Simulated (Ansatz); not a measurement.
A search over several starts for the lowest SCF solution of C₂H₇FSn⁻, that is SnHMe2F with one electron more at the given spin, in a small basis.

```yaml
crystal:
  periodic: [false, false, false]
  atoms:
    - {symbol: Sn, position_ang: [-0.275031, -0.464471, 0.539035]}
    - {symbol: H, position_ang: [-0.373970, -0.630971, 2.245805]}
    - {symbol: C, position_ang: [1.716462, -0.619397, -0.226485]}
    - {symbol: H, position_ang: [2.336239, 0.203045, 0.159575]}
    - {symbol: H, position_ang: [1.693347, -0.566275, -1.323862]}
    - {symbol: H, position_ang: [2.161238, -1.576730, 0.078115]}
    - {symbol: C, position_ang: [-1.370240, 1.205103, -0.228446]}
    - {symbol: H, position_ang: [-2.414284, 1.157179, 0.110229]}
    - {symbol: H, position_ang: [-1.346925, 1.184695, -1.326946]}
    - {symbol: H, position_ang: [-0.922000, 2.146172, 0.122365]}
    - {symbol: F, position_ang: [-1.204846, -2.038330, -0.149375]}
basis:
  gaussian: {orbitals: def2-SVP}
total_charge: -1
magnetization: {spin_polarized: true, initial_magnetization: 1}
hamiltonian: {xc: pbe0, dispersion: d4}
output: {orbitals: {seedname: orbitals}}
```

```sh
$ ansatz run in.yaml --threads 4 --pin off --events-out ev --progress --plain --max-ram 3916MiB
```

It prints (some lines left out):

```
Functional definition: PBE0
1125 factors; integrals over basis functions are off by at most 1.3e-3 eV
mean field evaluation 1: about -10720.2212 eV, gradient 3.3e1 eV
mean field evaluation 2: about -10715.5201 eV, gradient 4.2e1 eV
mean field evaluation 4: about -10725.6206 eV, gradient 3.0e0 eV
mean field evaluation 8: about -10725.8293 eV, gradient 2.8e-1 eV
mean field evaluation 16: about -10725.9920 eV, gradient 8.4e-1 eV
mean field evaluation 32: about -10726.0218 eV, gradient 1.5e0 eV
mean field -10726.03915498 eV, -394.1746685751 hartree, gradient 1.3e-5 eV, S^2 0.751893; 5 other end points of the search recorded, 0 dependent functions left out
reference -10726.03918926 eV, -394.1746698348 hartree; 26, 25 occupied and 77, 78 virtual orbitals, 1125 factors
Total energy: -10726.23198026 eV, -394.1817547734 hartree
```

It took 5.5 s on 4 threads of Arm Neoverse V1 on a shared host.

In the def2 sets Sn takes a core potential; there is no spin–orbit coupling. The highest occupied level of the charge -1 doublet lies above zero (up to 3.83 eV). By energy differences it is unbound by 0.83 eV (vertical, to the charge 0 singlet, at PBE0-D4/def2-TZVPD) and held by the finite basis.
